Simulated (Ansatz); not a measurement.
Species: C$_{2}$HNO, SMILES `N#CC=O` (charge 0, multiplicity 1).

Give a relaxed geometry from B3LYP-D3(BJ)/def2-TZVP in Ansatz (an electronic-structure program).

the end point of this relaxation (outside a Z-matrix the atoms follow the SMILES, hydrogens last).
Cartesian coordinates (Å) in one orientation:
```xyz
5

N      2.004    -0.054     0.021
C      0.862    -0.002    -0.116
C     -0.594     0.013    -0.303
O     -1.253     1.002    -0.148
H     -1.020    -0.959    -0.597
```
